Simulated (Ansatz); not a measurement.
Steps of a relaxation of CH$_{7}$NSi$_{2}$ (`CN1[SiH2][SiH2]1`) with RKS PBE0-D4/def2-TZVP.

```sh
$ ansatz run in.yaml --threads 2 --pin off --events-out ev --progress --plain --max-ram 4352MiB
```

```yaml
crystal:
  periodic: [false, false, false]
  atoms:
    - {symbol: C, position_ang: [-0.627507, 1.442218, -0.341710]}
    - {symbol: N, position_ang: [-0.093000, 0.131282, -0.040338]}
    - {symbol: Si, position_ang: [0.187743, -0.929637, 1.339481]}
    - {symbol: Si, position_ang: [0.745422, -1.201081, -0.833911]}
    - {symbol: H, position_ang: [-1.014328, 1.487157, -1.382163]}
    - {symbol: H, position_ang: [-1.470631, 1.696405, 0.335721]}
    - {symbol: H, position_ang: [0.138027, 2.245957, -0.236228]}
    - {symbol: H, position_ang: [-1.026466, -1.532108, 2.001656]}
    - {symbol: H, position_ang: [1.146749, -0.455668, 2.404631]}
    - {symbol: H, position_ang: [-0.041939, -2.011222, -1.833647]}
    - {symbol: H, position_ang: [2.121331, -0.930404, -1.392891]}
basis:
  gaussian: {orbitals: def2-TZVP}
hamiltonian: {xc: pbe0, dispersion: d4}
relax: {f_tol: 0.005, max_steps: 150}
```

Positions (Å) and forces (eV/Å) along the path, 8 of 8 steps:

```xyz
11
step=1 energy=-18387.7635 eV
C    -0.628    1.442   -0.342   -0.106    0.333   -0.066
N    -0.093    0.131   -0.040    0.340   -0.704    0.172
Si    0.188   -0.930    1.339   -0.052    0.341   -0.571
Si    0.745   -1.201   -0.834   -0.294    0.459    0.382
H    -1.014    1.487   -1.382    0.193   -0.060    0.509
H    -1.471    1.696    0.336    0.414   -0.161   -0.321
H     0.138    2.246   -0.236   -0.368   -0.448   -0.044
H    -1.026   -1.532    2.002    0.263    0.165   -0.147
H     1.147   -0.456    2.405   -0.234   -0.090   -0.240
H    -0.042   -2.011   -1.834    0.169    0.209    0.212
H     2.121   -0.930   -1.393   -0.324   -0.045    0.114
11
step=2 energy=-18387.8168 eV
C    -0.622    1.430   -0.339   -0.041    0.116   -0.024
N    -0.090    0.125   -0.039    0.265   -0.529    0.133
Si    0.190   -0.928    1.328   -0.081    0.271   -0.317
Si    0.742   -1.197   -0.823   -0.205    0.330    0.169
H    -1.005    1.471   -1.368    0.057   -0.014    0.149
H    -1.456    1.678    0.332    0.122   -0.044   -0.095
H     0.137    2.221   -0.233   -0.113   -0.138   -0.013
H    -1.018   -1.507    1.987    0.063    0.022   -0.040
H     1.130   -0.448    2.385   -0.040   -0.030   -0.059
H    -0.040   -1.983   -1.823    0.038    0.035    0.059
H     2.098   -0.919   -1.386   -0.065   -0.018    0.038
11
step=3 energy=-18387.8270 eV
C    -0.619    1.422   -0.337   -0.023    0.029   -0.009
N    -0.086    0.120   -0.037    0.021   -0.013    0.006
Si    0.187   -0.917    1.320    0.011   -0.029   -0.001
Si    0.736   -1.185   -0.820    0.007   -0.027    0.013
H    -1.000    1.461   -1.361   -0.006    0.001   -0.014
H    -1.449    1.667    0.332   -0.012    0.004    0.009
H     0.137    2.208   -0.232    0.013    0.009    0.002
H    -1.017   -1.501    1.973   -0.004    0.009    0.011
H     1.130   -0.445    2.371   -0.008    0.007    0.010
H    -0.045   -1.974   -1.812    0.002    0.006   -0.013
H     2.092   -0.913   -1.374   -0.001    0.004   -0.014
11
step=4 energy=-18387.8272 eV
C    -0.619    1.422   -0.337   -0.013    0.016   -0.005
N    -0.084    0.119   -0.037    0.015   -0.011    0.005
Si    0.188   -0.919    1.320   -0.003    0.002    0.005
Si    0.737   -1.187   -0.820    0.000    0.001   -0.006
H    -1.000    1.460   -1.361    0.000   -0.002    0.000
H    -1.449    1.666    0.332    0.000   -0.002    0.001
H     0.137    2.208   -0.232    0.001   -0.002    0.001
H    -1.018   -1.497    1.976   -0.003   -0.001   -0.001
H     1.126   -0.443    2.374    0.002    0.000    0.001
H    -0.044   -1.971   -1.816   -0.003   -0.001    0.000
H     2.090   -0.913   -1.380    0.003    0.000    0.001
11
step=5 energy=-18387.8273 eV
C    -0.619    1.422   -0.337   -0.006    0.006   -0.002
N    -0.082    0.119   -0.036    0.008   -0.002    0.002
Si    0.188   -0.919    1.321   -0.001    0.001    0.001
Si    0.737   -1.187   -0.820    0.000    0.001   -0.001
H    -1.000    1.459   -1.361    0.000   -0.001    0.001
H    -1.449    1.665    0.333    0.001   -0.002    0.000
H     0.137    2.209   -0.232    0.000   -0.002    0.000
H    -1.018   -1.497    1.976   -0.001    0.000   -0.001
H     1.127   -0.444    2.375    0.000   -0.001    0.000
H    -0.045   -1.971   -1.816   -0.001    0.000    0.001
H     2.091   -0.913   -1.380    0.000   -0.001    0.000
11
step=6 energy=-18387.8273 eV
C    -0.619    1.422   -0.337   -0.005   -0.004   -0.001
N    -0.077    0.122   -0.035    0.010    0.008    0.002
Si    0.189   -0.919    1.321   -0.002   -0.001    0.000
Si    0.739   -1.186   -0.820   -0.002   -0.001   -0.001
H    -1.001    1.455   -1.361   -0.002    0.004   -0.003
H    -1.450    1.661    0.333   -0.003    0.005    0.000
H     0.132    2.214   -0.234    0.002   -0.012    0.002
H    -1.020   -1.493    1.973    0.001    0.000   -0.001
H     1.128   -0.448    2.377    0.000    0.000    0.001
H    -0.047   -1.967   -1.816    0.001    0.000    0.001
H     2.093   -0.918   -1.380    0.001    0.000   -0.001
11
step=7 energy=-18387.8272 eV rejected
C    -0.620    1.422   -0.337    0.026    0.016    0.005
N    -0.071    0.125   -0.034   -0.025   -0.016   -0.004
Si    0.189   -0.918    1.321    0.013    0.004    0.000
Si    0.739   -1.186   -0.820    0.011    0.004    0.005
H    -1.002    1.455   -1.361    0.000   -0.005   -0.003
H    -1.450    1.662    0.333   -0.002   -0.004    0.004
H     0.132    2.214   -0.235   -0.012    0.001   -0.003
H    -1.020   -1.496    1.969   -0.005    0.003    0.001
H     1.124   -0.447    2.381   -0.001   -0.003   -0.002
H    -0.049   -1.969   -1.811   -0.003    0.003   -0.004
H     2.092   -0.918   -1.385   -0.002   -0.003    0.002
11
step=8 energy=-18387.8273 eV
C    -0.620    1.422   -0.337    0.000    0.000    0.000
N    -0.076    0.122   -0.035    0.000    0.000    0.000
Si    0.189   -0.919    1.321    0.000    0.000    0.000
Si    0.739   -1.186   -0.820    0.000    0.000    0.000
H    -1.002    1.456   -1.361    0.000    0.000    0.000
H    -1.450    1.662    0.333    0.000    0.000    0.000
H     0.133    2.212   -0.234    0.000    0.001    0.000
H    -1.020   -1.494    1.973    0.000    0.000    0.000
H     1.127   -0.448    2.378    0.000    0.000    0.000
H    -0.047   -1.967   -1.815    0.000    0.000    0.000
H     2.093   -0.918   -1.381    0.000    0.000    0.000
```

It took 41 s on 2 threads of an Arm Neoverse V1 on a shared host, with 0.42 GiB of host memory at the peak.
